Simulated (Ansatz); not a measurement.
Species: CH5BO, net charge 0, singlet state. SMILES: BOC
Structure (B3LYP-D3(BJ)/def2-TZVP (Ansatz, a first-principles code) minimum search):
```
O
B 1 1.3413
C 1 1.4248 2 122.78
H 3 1.0902 1 108.62 2 -120.82
H 3 1.0902 4 108.94 1 118.15
H 3 1.0921 4 109.73 5 120.14
H 2 1.1924 1 116.95 3 -180.00
H 2 1.1992 7 122.74 1 -180.00
```
Charge 0, spin multiplicity 1.

Wanted: atomisation energy (electronic, to ground-state atoms), in kJ/mol. Cores are frozen in the correlated levels unless marked. UHF or UKS for open shells. No spin-orbit coupling. No relativistic terms. The coupled-cluster limit lacks core correlation, which all-electron functionals hold. CBS marks a two-point X^-3 extrapolation of the correlation energy; Hartree-Fock from the larger set (for Q and 5 zeta extrapolated as (X+1)exp(-9√X)).

```csv
level,program,atomisation energy (kJ/mol)
BLYP-D3(BJ)/def2-TZVPD,Ansatz + dftd3,3006.9
r2SCAN-D4/def2-TZVPD,Ansatz + dftd4,___
B97M-V/def2-TZVPD,Ansatz,___
PBE0/STO-3G,Ansatz,3639.2
PBE0-D4/def2-TZVPD,Ansatz + dftd4,3000.7
PBE0/def2-TZVPD,Ansatz,2993.9
CAM-B3LYP-D3(BJ)/def2-TZVPD,Ansatz + dftd3,___
CCSD/cc-pVTZ,Ansatz,2901.8
CCSD/aug-cc-pVQZ,Ansatz,___
"CCSD(T)/CBS(cc-pVQZ,cc-pV5Z)",Ansatz,2995.8
```

Q: Fill in the missing entries.

A: 
- r2SCAN-D4/def2-TZVPD, atomisation energy (kJ/mol): 3011.5
- B97M-V/def2-TZVPD, atomisation energy (kJ/mol): 3002.7
- CAM-B3LYP-D3(BJ)/def2-TZVPD, atomisation energy (kJ/mol): 3030.0
- CCSD/aug-cc-pVQZ, atomisation energy (kJ/mol): 2940.8
